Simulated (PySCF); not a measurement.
# Computed records: CH3BO2, BH4NOSi, F2HSi, AlFH2N and others

Calculation on a computer-drawn molecule: optimised geometry and harmonic frequencies of an isolated molecule of the commonest isotopes, restricted reference for singlets and unrestricted otherwise, frozen core in MP2. Program: PySCF 2.14.0.

Common to all runs: charge 0.

(1) CH3BO2

Start structure:
```xyz
7
CH3BO2
O      0.1794    -0.8293     4.0861
B     -0.1578    -0.7936     2.9479
C     -0.6269    -0.7558     1.4547
O     -0.1468    -1.8391     0.7033
H     -1.7182    -0.6750     1.4191
H     -0.2333     0.1516     0.9964
H     -0.5393    -2.6429     1.0107
```

- multiplicity: 1
- method: MP2
- basis: cc-pVDZ
- rotational constants: 32.15, 4.156, 3.801 GHz
- total energy: -214.6649 hartree
- convergence status largest gradient component: 3.735e-05 hartree/bohr

Drawn bonds:
```csv
atom,other atom,order
1,2,2
2,3,1
3,4,1
3,5,1
3,6,1
4,7,1
```

Optimised structure:
```xyz
7
CH3BO2
O      0.1963    -0.8639     4.1039
B     -0.1674    -0.7955     2.9403
C     -0.6377    -0.7461     1.4447
O     -0.1420    -1.8449     0.6784
H     -1.7406    -0.6560     1.4012
H     -0.2323     0.1679     0.9816
H     -0.5192    -2.6457     1.0680
```

Modes:
```csv
frequency (cm⁻¹),reduced mass (dalton)
185.8,6.704
299.6,1.659
379.7,1.661
547.9,8.453
801.9,4.556
886.4,1.736
1079,5.734
1189,1.067
1337,1.318
1412,1.201
1470,1.061
1976,12.08
3072,1.067
3162,1.095
3850,1.067
```

(2) BH4NOSi

Start structure:
```xyz
8
BH4NOSi
B     -2.1361    -0.6024     1.3841
Si    -1.7103     1.2159     0.7784
N     -2.6398     1.8234    -0.4228
O     -0.5310     1.9931     1.6810
H     -1.2652    -1.4514     1.4283
H     -3.1510    -0.8836     1.7766
H     -2.3668     2.6900    -0.8781
H      0.0377     1.5927     2.2882
```

* multiplicity: 1
* method: HF
* basis: cc-pV(D+d)Z
* rotational constants: 7.051, 6.517, 3.461 GHz
* total energy: -445.2483 hartree
* convergence status largest gradient component: 1.106e-05 hartree/bohr

Drawn bonds:
```csv
atom,other atom,order
1,2,1
2,3,2
2,4,1
1,5,1
1,6,1
3,7,1
4,8,1
```

Optimised structure:
```xyz
8
BH4NOSi
B     -2.1026    -0.6071     1.4193
Si    -1.7099     1.2733     0.8017
N     -2.5249     1.8295    -0.4047
O     -0.5154     2.0123     1.6365
H     -1.2579    -1.4574     1.3870
H     -3.1919    -0.9054     1.8102
H     -2.4355     2.6887    -0.9092
H     -0.0243     1.5438     2.2948
```

Modes:
```csv
frequency (cm⁻¹),reduced mass (dalton)
59.51,1.049
188,3.201
279.7,3.875
314.1,1.714
324,1.529
610.8,1.429
629.4,1.469
654,3.012
714.6,1.254
836.2,1.182
906.1,7.07
965.9,1.454
1258,1.26
1302,4.947
2694,1.055
2783,1.123
3871,1.081
4171,1.068
```

(3) F2HSi

Start structure:
```xyz
4
F2HSi
F     -1.8604    -1.7511    -4.4045
Si    -0.7495    -1.0460    -3.4534
F     -1.1714     0.5401    -3.5016
H     -0.7926    -1.5432    -2.1115
```

- multiplicity: 2
- method: HF
- basis: cc-pV(D+d)Z
- rotational constants: 27.91, 7.84, 6.333 GHz
- total energy: -488.4745 hartree
- spin squared: 0.7538
- convergence status largest gradient component: 1.259e-05 hartree/bohr

Drawn bonds:
```csv
atom,other atom,order
1,2,1
2,3,1
2,4,1
```

Optimised structure:
```xyz
4
F2HSi
F     -1.8542    -1.7763    -4.3793
Si    -0.7455    -1.0188    -3.4987
F     -1.1570     0.5331    -3.4733
H     -0.8172    -1.5381    -2.1197
```

Modes:
```csv
frequency (cm⁻¹),reduced mass (dalton)
320.7,17.04
816.7,1.326
824,1.118
880.5,9.222
956,11.59
2309,1.043
```

(4) AlFH2N

Start structure:
```xyz
5
AlFH2N
N      0.2622     1.8297    -2.7455
Al    -0.3614     0.2833    -2.1843
F      0.6736    -1.0099    -2.3041
H      1.1823     1.9706    -3.1229
H     -0.2410     2.6968    -2.7372
```

* multiplicity: 2
* method: MP2
* basis: cc-pV(D+d)Z
* rotational constants: 36.34, 6.326, 5.388 GHz
* total energy: -397.4697 hartree
* spin squared: 0.7525
* convergence status largest gradient component: 1.36e-05 hartree/bohr

Drawn bonds:
```csv
atom,other atom,order
1,2,1
2,3,1
1,4,1
1,5,1
```

Optimised structure:
```xyz
5
AlFH2N
N      0.2665     1.8389    -2.7489
Al    -0.3574     0.2776    -2.1847
F      0.6666    -1.0510    -2.2928
H      1.1968     1.9945    -3.1335
H     -0.2570     2.7105    -2.7341
```

Modes:
```csv
frequency (cm⁻¹),reduced mass (dalton)
217.1,4.057
317.6,1.267
375.8,1.075
624.1,1.405
753.4,6.963
872.7,10.32
1534,1.113
3597,1.051
3706,1.093
```

(5) CH3FOSi

Start structure:
```xyz
7
CH3FOSi
C     -0.0692     0.2264     0.4959
Si    -1.0868     1.2446     1.6537
O     -2.2787     1.0057     2.5542
F     -0.3840     2.7454     1.5281
H     -0.4153    -0.8201     0.4595
H     -0.1188     0.6152    -0.5743
H      1.0040     0.2114     0.7272
```

- multiplicity: 1
- method: HF
- basis: cc-pV(D+d)Z
- rotational constants: 7.726, 6.602, 3.64 GHz
- total energy: -502.9319 hartree
- convergence status largest gradient component: 2.135e-05 hartree/bohr

Drawn bonds:
```csv
atom,other atom,order
1,2,1
2,3,2
2,4,1
1,5,1
1,6,1
1,7,1
```

Optimised structure:
```xyz
7
CH3FOSi
C     -0.0778     0.2175     0.4764
Si    -1.0439     1.2852     1.6218
O     -2.2088     0.9500     2.4844
F     -0.3962     2.7378     1.5442
H     -0.4532    -0.8042     0.4953
H     -0.1457     0.6140    -0.5398
H      0.9768     0.2284     0.7620
```

Modes:
```csv
frequency (cm⁻¹),reduced mass (dalton)
82.34,1.058
256.2,3.417
340.4,5.005
372.9,11.73
722.8,4.869
828.1,1.354
869.6,1.697
948.7,4.383
1379,3.165
1406,1.85
1538,1.051
1548,1.05
3185,1.036
3265,1.1
3307,1.103
```

(6) B2ClH4N

Start structure:
```xyz
8
B2ClH4N
N      0.8267    -1.3272     0.8608
B      2.1471    -1.3758     0.8992
B      3.1248    -1.2813    -0.4871
Cl     3.3450    -2.5572    -1.4921
H      0.2783    -1.4096     1.7165
H      0.2104    -1.1694     0.0919
H      2.7408    -1.5214     1.9192
H      3.6073    -0.1655    -0.8781
```

- multiplicity: 1
- method: HF
- basis: cc-pV(D+d)Z
- rotational constants: 19.17, 2.47, 2.337 GHz
- total energy: -565.7226 hartree
- convergence status largest gradient component: 1.407e-05 hartree/bohr

Drawn bonds:
```csv
atom,other atom,order
1,2,1
2,3,1
3,4,1
1,5,1
1,6,1
2,7,1
3,8,1
```

Optimised structure:
```xyz
8
B2ClH4N
N      0.7747    -1.2999     0.9131
B      2.1633    -1.3724     0.8923
B      3.1064    -1.2031    -0.5245
Cl     3.4437    -2.6185    -1.5492
H      0.2415    -1.4062     1.7511
H      0.2087    -1.1631     0.1017
H      2.7239    -1.5569     1.9455
H      3.6182    -0.1873    -0.8997
```

Modes:
```csv
frequency (cm⁻¹),reduced mass (dalton)
61.4,2.74
194.2,2.618
292.7,2.05
571.1,1.588
608.5,1.549
739.6,2.251
803.9,1.617
886,2.304
970.8,1.254
992.9,1.282
1144,1.365
1223,1.703
1444,3.467
1766,1.214
2647,1.092
2726,1.094
3811,1.051
3910,1.099
```

(7) AlBH4N2

Start structure:
```xyz
8
AlBH4N2
B     -1.1991     1.4025    -1.6728
N     -0.1757     1.4476    -0.9167
Al     1.3322     1.4916     0.1582
N      1.3596     2.1111     1.8639
H     -2.0945     1.3427    -2.3205
H      2.6294     0.9146    -0.5012
H      0.5671     2.4759     2.3595
H      2.2268     2.1547     2.4147
```

- multiplicity: 1
- method: HF
- basis: cc-pV(D+d)Z
- rotational constants: 22.31, 3.188, 2.79 GHz
- total energy: -377.9315 hartree
- convergence status largest gradient component: 1.979e-05 hartree/bohr

Drawn bonds:
```csv
atom,other atom,order
1,2,2
2,3,1
3,4,1
1,5,1
3,6,1
4,7,1
4,8,1
```

Optimised structure:
```xyz
8
AlBH4N2
B     -1.1500     1.4188    -1.5625
N     -0.1298     1.4489    -0.8484
Al     1.3579     1.4646     0.1189
N      1.3248     2.0937     1.7632
H     -2.1122     1.3915    -2.2330
H      2.7192     0.9266    -0.4584
H      0.5170     2.4591     2.2315
H      2.1189     2.1375     2.3738
```

Modes:
```csv
frequency (cm⁻¹),reduced mass (dalton)
118.8,3.198
149.4,3.069
264.1,3.733
397.7,1.142
442.7,1.3
559.9,1.208
621.8,1.688
669.6,2.167
786.7,1.425
829.2,1.354
832.2,1.356
876.6,5.352
1672,1.113
1955,5.078
2015,1.047
2977,1.194
3780,1.052
3864,1.094
```

(8) H5NOSi2

Start structure:
```xyz
9
H5NOSi2
O     -1.2316    -0.1308    -1.0765
Si    -0.7760    -0.7096     0.1512
N      0.4272    -0.0747     1.2595
Si     1.1353     1.5335     1.1772
H     -1.0435    -1.9598     0.6784
H      0.5545    -0.5754     2.0775
H      1.8963     1.5866    -0.0064
H      1.9607     1.5435     2.4009
H      0.1198     2.5270     1.2612
```

* multiplicity: 1
* method: HF
* basis: cc-pV(D+d)Z
* rotational constants: 11.58, 2.458, 2.076 GHz
* total energy: -710.1550 hartree
* convergence status largest gradient component: 4.371e-06 hartree/bohr

Drawn bonds:
```csv
atom,other atom,order
1,2,2
2,3,1
3,4,1
2,5,1
3,6,1
4,7,1
4,8,1
4,9,1
```

Optimised structure:
```xyz
9
H5NOSi2
O     -1.2191    -0.0629    -1.0557
Si    -0.7355    -0.7410     0.1872
N      0.3510    -0.0720     1.2780
Si     1.1243     1.5109     1.1951
H     -1.1240    -2.0793     0.6503
H      0.5946    -0.6341     2.0755
H      1.9509     1.6286    -0.0202
H      1.9823     1.6015     2.3961
H      0.1183     2.5886     1.2167
```

Modes:
```csv
frequency (cm⁻¹),reduced mass (dalton)
51.94,1.082
122,6.697
185.7,2.976
428.8,5.929
469.4,1.176
640.1,2.575
681.5,1.361
770.7,1.172
797.1,1.484
959.6,1.327
968.7,2.323
1027,1.052
1042,1.053
1068,1.132
1294,1.461
1350,12
2323,1.044
2344,1.052
2350,1.025
2387,1.045
3782,1.075
```

(9) BH3O2Si

Start structure:
```xyz
7
BH3O2Si
B     -0.5658     1.3828     0.9055
Si     0.0075     0.0156    -0.3973
O      0.6141     0.0759    -1.7875
O     -0.3836    -1.3975     0.3285
H      0.3186     1.8200     1.6473
H     -1.5874     1.9265     0.8770
H     -0.2505    -2.2765    -0.0898
```

* multiplicity: 1
* method: HF
* basis: cc-pV(D+d)Z
* rotational constants: 7.783, 6.357, 3.606 GHz
* total energy: -465.1217 hartree
* convergence status largest gradient component: 3.25e-05 hartree/bohr

Drawn bonds:
```csv
atom,other atom,order
1,2,1
2,3,2
2,4,1
1,5,1
1,6,1
4,7,1
```

Optimised structure:
```xyz
7
BH3O2Si
B     -0.5013     1.4314     0.8839
Si    -0.0145    -0.0439    -0.3912
O      0.5813     0.0945    -1.7568
O     -0.3902    -1.4416     0.3367
H      0.2951     1.8364     1.6782
H     -1.5889     1.9267     0.8543
H     -0.2286    -2.2567    -0.1213
```

Modes:
```csv
frequency (cm⁻¹),reduced mass (dalton)
178.5,1.041
183.9,4.01
289,2.895
336.9,4.947
508.5,1.235
653.2,4.279
686.5,1.423
863.8,1.624
956.9,1.449
965.7,3.479
1256,1.167
1357,16.28
2709,1.053
2796,1.126
4131,1.066
```

(10) AlBFH4N

Start structure:
```xyz
8
AlBFH4N
N     -0.4938     0.0189    -1.8710
B     -0.0630    -1.3219    -1.6714
F     -1.0516    -2.1104    -1.1436
Al     1.8955    -1.3980    -2.1486
H     -1.3891     0.3503    -1.7569
H      0.1568     0.6359    -2.2709
H      2.4108    -0.0354    -2.7390
H      2.9878    -2.5681    -2.1282
```

* multiplicity: 1
* method: HF
* basis: cc-pV(D+d)Z
* total energy: ?
* rotational constants: ?

Drawn bonds:
```csv
atom,other atom,order
1,2,1
2,3,1
2,4,1
1,5,1
1,6,1
4,7,1
4,8,1
```

Q: Estimate the total energy of AlBFH4N (entry 10).
A: -422.9070 hartree

Q: Give the missing rotational constants for AlBFH4N (entry 10).
A: 9.356, 3.465, 2.528 GHz

Further results for AlBFH4N (entry 10):

* convergence status largest gradient component: 1.18e-05 hartree/bohr

Optimised structure:
```xyz
8
AlBFH4N
N     -0.6845     0.0971    -1.8750
B     -0.0151    -1.1143    -1.7157
F     -0.7546    -2.1355    -1.2133
Al     2.0720    -1.4113    -2.2189
H     -1.6506     0.2097    -1.6346
H     -0.2508     0.9200    -2.2349
H      2.9152    -0.2007    -2.8155
H      2.8219    -2.7937    -2.0216
```

Modes:
```csv
frequency (cm⁻¹),reduced mass (dalton)
82.72,1.074
163.7,2.915
339.2,5.954
367.6,2.31
509.7,1.369
517.1,1.25
552.5,3.345
637.8,1.171
680.9,1.427
852.1,1.072
951.3,1.835
1258,4.486
1382,4.414
1736,1.254
1945,1.048
1973,1.038
3795,1.053
3920,1.096
```
